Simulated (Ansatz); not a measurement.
Steps of a relaxation of CH9NO2Si2 (`CO[Si](N)(O)[SiH3]`) with RKS PBE0-D4/def2-TZVP.

```sh
$ ansatz run in.yaml --threads 2 --pin off --events-out ev --progress --plain --max-ram 22528MiB --backend cuda --devices 0, --max-vram 18GiB
```

```yaml
crystal:
  periodic: [false, false, false]
  atoms:
    - {symbol: C, position_ang: [-1.844960, 0.993730, -0.646740]}
    - {symbol: O, position_ang: [-1.411410, -0.130570, 0.047450]}
    - {symbol: Si, position_ang: [0.118560, -0.691420, 0.175930]}
    - {symbol: N, position_ang: [0.593380, -1.216930, -1.414290]}
    - {symbol: O, position_ang: [0.005900, -1.998340, 1.129730]}
    - {symbol: Si, position_ang: [1.516170, 0.749330, 1.288660]}
    - {symbol: H, position_ang: [-1.755720, 0.841560, -1.726050]}
    - {symbol: H, position_ang: [-2.893450, 1.162970, -0.397100]}
    - {symbol: H, position_ang: [-1.262900, 1.877720, -0.368170]}
    - {symbol: H, position_ang: [0.548070, -0.558670, -2.175810]}
    - {symbol: H, position_ang: [1.434760, -1.764690, -1.499910]}
    - {symbol: H, position_ang: [-0.672170, -2.648350, 0.958910]}
    - {symbol: H, position_ang: [1.955080, 1.859310, 0.418910]}
    - {symbol: H, position_ang: [2.754550, 0.115900, 1.753830]}
    - {symbol: H, position_ang: [0.914150, 1.408430, 2.454650]}
basis:
  gaussian: {orbitals: def2-TZVP}
hamiltonian: {xc: pbe0, dispersion: d4}
relax: {f_tol: 0.005, max_steps: 150}
```

Positions (Å) and forces (eV/Å) along the path, 10 of 60 steps:

```xyz
15
step=1 energy=-22515.6374 eV
C    -1.845    0.994   -0.647   -0.014    0.155   -0.103
O    -1.411   -0.131    0.047    0.082   -0.076    0.244
Si    0.119   -0.691    0.176   -0.551   -0.833   -0.871
N     0.593   -1.217   -1.414   -0.019    0.312    0.492
O     0.006   -1.998    1.130    0.432   -0.225    0.497
Si    1.516    0.749    1.289    0.315    0.524    0.083
H    -1.756    0.842   -1.726   -0.082    0.082   -0.130
H    -2.893    1.163   -0.397   -0.012    0.106   -0.068
H    -1.263    1.878   -0.368   -0.062    0.169   -0.030
H     0.548   -0.559   -2.176   -0.036    0.055   -0.086
H     1.435   -1.765   -1.500    0.079   -0.066    0.026
H    -0.672   -2.648    0.959   -0.147   -0.081   -0.145
H     1.955    1.859    0.419    0.018    0.175   -0.299
H     2.755    0.116    1.754    0.302   -0.343    0.072
H     0.914    1.408    2.455   -0.304    0.047    0.317
15
step=16 energy=-22515.7531 eV
C    -1.732    1.069   -0.733   -0.013   -0.005   -0.010
O    -1.455   -0.111   -0.021   -0.009    0.000    0.011
Si    0.038   -0.742    0.234    0.003   -0.007   -0.022
N     0.612   -1.268   -1.292    0.005    0.011    0.017
O    -0.082   -2.004    1.269    0.004    0.019    0.003
Si    1.449    0.782    1.321    0.010   -0.001    0.017
H    -1.711    0.897   -1.816    0.002   -0.003    0.003
H    -2.734    1.410   -0.463    0.004   -0.003    0.000
H    -1.021    1.869   -0.498    0.006    0.010    0.003
H     0.234   -0.892   -2.145   -0.007    0.000   -0.007
H     1.550   -1.610   -1.421    0.004   -0.002    0.001
H    -0.495   -2.797    0.921   -0.007   -0.011   -0.003
H     1.473    2.079    0.584    0.000   -0.011    0.006
H     2.845    0.259    1.337   -0.010    0.007    0.002
H     1.030    1.059    2.723    0.007   -0.004   -0.021
15
step=20 energy=-22515.7537 eV
C    -1.733    1.060   -0.757    0.008   -0.009    0.006
O    -1.457   -0.093    0.000   -0.005    0.023   -0.014
Si    0.035   -0.729    0.246    0.017   -0.002    0.008
N     0.609   -1.238   -1.284   -0.010    0.016   -0.058
O    -0.090   -1.992    1.280   -0.016   -0.018    0.001
Si    1.467    0.772    1.337   -0.001    0.004   -0.002
H    -1.681    0.855   -1.834   -0.001    0.006    0.014
H    -2.746    1.393   -0.523    0.007   -0.005   -0.002
H    -1.039    1.878   -0.528   -0.010   -0.014   -0.006
H     0.189   -0.915   -2.140    0.020   -0.018    0.046
H     1.550   -1.566   -1.427   -0.010    0.005   -0.002
H    -0.517   -2.781    0.936    0.007    0.014    0.007
H     1.451    2.094    0.645    0.000   -0.004    0.002
H     2.869    0.269    1.290   -0.005   -0.002   -0.002
H     1.093    0.993    2.759   -0.001    0.004    0.002
15
step=27 energy=-22515.7542 eV
C    -1.731    1.056   -0.761   -0.010    0.031   -0.025
O    -1.455   -0.094   -0.003    0.010   -0.022    0.018
Si    0.039   -0.725    0.250    0.010   -0.005   -0.023
N     0.624   -1.204   -1.284   -0.088    0.051   -0.137
O    -0.102   -1.984    1.287   -0.002    0.001    0.012
Si    1.478    0.767    1.342    0.001    0.007    0.003
H    -1.637    0.863   -1.837    0.001    0.001    0.015
H    -2.759    1.364   -0.560    0.008   -0.002   -0.001
H    -1.064    1.888   -0.504   -0.005   -0.009   -0.001
H     0.123   -0.999   -2.135    0.089   -0.043    0.140
H     1.571   -1.495   -1.455   -0.007    0.001    0.002
H    -0.538   -2.770    0.949   -0.003   -0.003   -0.001
H     1.465    2.091    0.655   -0.003   -0.001   -0.001
H     2.878    0.259    1.290   -0.001   -0.005   -0.002
H     1.108    0.984    2.766   -0.001   -0.001    0.002
15
step=37 energy=-22515.7617 eV rejected
C    -1.741    1.047   -0.764    0.002    0.046   -0.032
O    -1.447   -0.091    0.011   -0.015    0.006    0.019
Si    0.063   -0.697    0.229    0.080   -0.044   -0.016
N     0.681   -1.017   -1.336   -0.233   -0.125   -0.264
O    -0.094   -1.981    1.238   -0.399   -0.401   -0.129
Si    1.527    0.749    1.341   -0.029    0.032   -0.009
H    -1.548    0.872   -1.828   -0.007    0.006    0.026
H    -2.799    1.287   -0.634    0.022   -0.013   -0.005
H    -1.149    1.916   -0.450   -0.025   -0.033   -0.006
H     0.068   -1.341   -2.081    0.277    0.118    0.297
H     1.626   -1.345   -1.463   -0.052    0.017   -0.023
H    -0.748   -2.659    1.003    0.363    0.386    0.135
H     1.447    2.101    0.718    0.026    0.006    0.022
H     2.939    0.284    1.236   -0.024   -0.004   -0.011
H     1.174    0.876    2.781    0.016    0.005   -0.005
15
step=39 energy=-22515.7675 eV
C    -1.745    1.046   -0.768   -0.010    0.003   -0.002
O    -1.451   -0.087    0.015    0.009    0.001   -0.003
Si    0.059   -0.697    0.234   -0.017    0.012    0.000
N     0.677   -1.016   -1.330   -0.076   -0.071   -0.138
O    -0.109   -1.981    1.240   -0.074   -0.087   -0.031
Si    1.526    0.753    1.342    0.013    0.005    0.008
H    -1.544    0.866   -1.830    0.002    0.003    0.014
H    -2.804    1.281   -0.646    0.016   -0.005   -0.005
H    -1.159    1.918   -0.454   -0.010   -0.010   -0.003
H     0.073   -1.354   -2.068    0.115    0.059    0.127
H     1.628   -1.322   -1.463   -0.029    0.015   -0.002
H    -0.739   -2.664    0.990    0.068    0.088    0.041
H     1.470    2.111    0.730   -0.008   -0.007    0.003
H     2.930    0.269    1.223   -0.003   -0.005   -0.003
H     1.190    0.878    2.785    0.003    0.000   -0.006
15
step=40 energy=-22515.7682 eV
C    -1.748    1.046   -0.770   -0.008    0.009   -0.012
O    -1.453   -0.088    0.012    0.009    0.000    0.008
Si    0.059   -0.694    0.232    0.020    0.003    0.013
N     0.681   -1.012   -1.331   -0.081   -0.053   -0.099
O    -0.109   -1.977    1.241   -0.097   -0.099   -0.038
Si    1.531    0.747    1.343   -0.025    0.001   -0.023
H    -1.532    0.872   -1.830    0.000    0.005    0.015
H    -2.812    1.268   -0.660    0.018   -0.007   -0.004
H    -1.176    1.922   -0.444   -0.012   -0.015   -0.003
H     0.082   -1.369   -2.064    0.098    0.053    0.098
H     1.637   -1.300   -1.464   -0.021    0.008    0.001
H    -0.759   -2.646    1.008    0.070    0.079    0.040
H     1.458    2.105    0.733    0.026    0.002    0.014
H     2.933    0.259    1.206   -0.001    0.017   -0.001
H     1.208    0.866    2.790    0.005   -0.004   -0.009
15
step=41 energy=-22515.7694 eV
C    -1.754    1.040   -0.773   -0.008    0.029   -0.031
O    -1.456   -0.093    0.009    0.001   -0.006    0.026
Si    0.057   -0.695    0.232    0.063    0.006   -0.028
N     0.686   -1.005   -1.331   -0.057   -0.012   -0.008
O    -0.114   -1.978    1.240   -0.175   -0.142   -0.061
Si    1.539    0.743    1.335   -0.009    0.017    0.016
H    -1.507    0.878   -1.828   -0.008    0.011    0.034
H    -2.824    1.242   -0.688    0.037   -0.011   -0.006
H    -1.206    1.925   -0.426   -0.023   -0.034   -0.008
H     0.096   -1.383   -2.058    0.042    0.013    0.019
H     1.649   -1.270   -1.463   -0.014    0.001    0.005
H    -0.806   -2.617    1.036    0.145    0.139    0.054
H     1.465    2.113    0.752    0.005   -0.013   -0.003
H     2.941    0.260    1.176   -0.008    0.007   -0.003
H     1.234    0.841    2.787    0.007   -0.005   -0.005
15
step=53 energy=-22515.7946 eV
C    -1.761    1.041   -0.729    0.030   -0.029    0.019
O    -1.449   -0.117    0.011   -0.004    0.012    0.004
Si    0.062   -0.756    0.148   -0.097    0.032    0.180
N     0.737   -1.041   -1.383    0.093   -0.045   -0.170
O    -0.199   -2.131    1.014    0.028    0.019   -0.080
Si    1.538    0.686    1.270    0.001    0.003   -0.003
H    -1.324    1.005   -1.732   -0.001    0.002   -0.004
H    -2.847    1.105   -0.818   -0.011    0.005   -0.009
H    -1.400    1.945   -0.226    0.001   -0.001    0.003
H     0.322   -1.675   -2.050    0.007    0.011    0.044
H     1.726   -0.934   -1.538   -0.035   -0.014    0.009
H    -1.041   -2.175    1.471    0.003    0.013    0.014
H     1.422    2.082    0.762   -0.002    0.000   -0.003
H     2.953    0.258    1.072   -0.002   -0.001   -0.001
H     1.262    0.708    2.732   -0.010   -0.007   -0.002
15
step=60 energy=-22515.7993 eV
C    -1.749    1.063   -0.720   -0.003   -0.002   -0.002
O    -1.454   -0.114   -0.005    0.002    0.002   -0.002
Si    0.054   -0.759    0.121   -0.002   -0.001    0.000
N     0.725   -1.053   -1.416    0.002    0.003   -0.001
O    -0.189   -2.156    0.952   -0.001   -0.001    0.003
Si    1.509    0.689    1.262    0.001    0.000   -0.001
H    -1.291    1.053   -1.714    0.000    0.000    0.000
H    -2.832    1.133   -0.832    0.001    0.001    0.000
H    -1.398    1.953   -0.185    0.001    0.000    0.002
H     0.313   -1.727   -2.043   -0.001   -0.001    0.000
H     1.719   -0.977   -1.561    0.000    0.000    0.000
H    -0.926   -2.156    1.566    0.001   -0.001    0.000
H     1.400    2.087    0.757    0.000   -0.001   -0.001
H     2.929    0.263    1.102    0.000    0.000    0.000
H     1.190    0.702    2.716    0.000    0.000    0.000
```

Hardware: 2 threads of an AMD EPYC 7R13 on a shared host and a share of an NVIDIA H100 80 GB. Wall time 100 s, peak host memory 0.94 GiB.
